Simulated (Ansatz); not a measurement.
Relaxation of BFGeH$_{4}$O (8 atoms, charge 0, multiplicity 1), to a largest force component of 0.015 eV/Å in at most 40 steps.

Level of theory: Ansatz 0.2.0, RHF/def2-SVP.

```xyz
8
Properties=species:S:1:pos:R:3
B -0.553 1.306 -0.151
O -1.009 0.123 0.523
Ge 0.292 -1.036 0.216
F 1.141 -1.515 1.671
H -0.924 1.529 -1.301
H 0.012 2.195 0.415
H -0.299 -2.388 -0.426
H 1.281 -0.491 -0.818
```

Task: Where does it end, and by what steps?

Result: It converged. The force dipped under the threshold on the way, but the program's further checks kept it going. After 39 steps the energy has fallen by 1.076 eV; H5 moved furthest, 1.16 Å. Parted: B1–Ge3.

```json
{"step": "0", "energy less start (eV)": "0.0000", "largest force component (eV/Å)": "2.964", "accepted": "yes"}
{"step": "2", "energy less start (eV)": "-0.5466", "largest force component (eV/Å)": "1.400", "accepted": "yes"}
{"step": "4", "energy less start (eV)": "-0.8521", "largest force component (eV/Å)": "0.302", "accepted": "yes"}
{"step": "6", "energy less start (eV)": "-0.9504", "largest force component (eV/Å)": "0.186", "accepted": "yes"}
{"step": "8", "energy less start (eV)": "-1.0203", "largest force component (eV/Å)": "0.527", "accepted": "yes"}
{"step": "10", "energy less start (eV)": "-1.0510", "largest force component (eV/Å)": "0.251", "accepted": "yes"}
{"step": "12", "energy less start (eV)": "-1.0643", "largest force component (eV/Å)": "0.018", "accepted": "yes"}
{"step": "14", "energy less start (eV)": "-1.0646", "largest force component (eV/Å)": "0.037", "accepted": "yes"}
{"step": "16", "energy less start (eV)": "-1.0647", "largest force component (eV/Å)": "0.055", "accepted": "yes"}
{"step": "18", "energy less start (eV)": "-1.0650", "largest force component (eV/Å)": "0.080", "accepted": "yes"}
{"step": "20", "energy less start (eV)": "-1.0660", "largest force component (eV/Å)": "0.007", "accepted": "yes"}
{"step": "22", "energy less start (eV)": "-1.0672", "largest force component (eV/Å)": "0.082", "accepted": "yes"}
{"step": "24", "energy less start (eV)": "-1.0667", "largest force component (eV/Å)": "0.258", "accepted": "no"}
{"step": "26", "energy less start (eV)": "-1.0687", "largest force component (eV/Å)": "0.024", "accepted": "yes"}
{"step": "28", "energy less start (eV)": "-1.0670", "largest force component (eV/Å)": "0.280", "accepted": "no"}
{"step": "30", "energy less start (eV)": "-1.0718", "largest force component (eV/Å)": "0.065", "accepted": "yes"}
{"step": "32", "energy less start (eV)": "-1.0729", "largest force component (eV/Å)": "0.018", "accepted": "yes"}
{"step": "34", "energy less start (eV)": "-1.0743", "largest force component (eV/Å)": "0.075", "accepted": "yes"}
{"step": "36", "energy less start (eV)": "-1.0749", "largest force component (eV/Å)": "0.083", "accepted": "yes"}
{"step": "38", "energy less start (eV)": "-1.0758", "largest force component (eV/Å)": "0.054", "accepted": "yes"}
{"step": "39", "energy less start (eV)": "-1.0759", "largest force component (eV/Å)": "0.011", "accepted": "yes"}
```

```xyz
8
Properties=species:S:1:pos:R:3
B -0.617 1.424 -0.248
O -0.739 0.085 -0.296
Ge 0.388 -1.206 0.100
F 0.520 -1.203 1.814
H -1.569 2.103 -0.524
H 0.435 1.933 0.056
H -0.246 -2.517 -0.318
H 1.769 -0.897 -0.455
```

Whether the end is a true minimum wasn't checked by a vibrational analysis.

The run took 82 s on 1 thread of Arm Neoverse V2, on a shared host, peak memory 0.28 GiB.
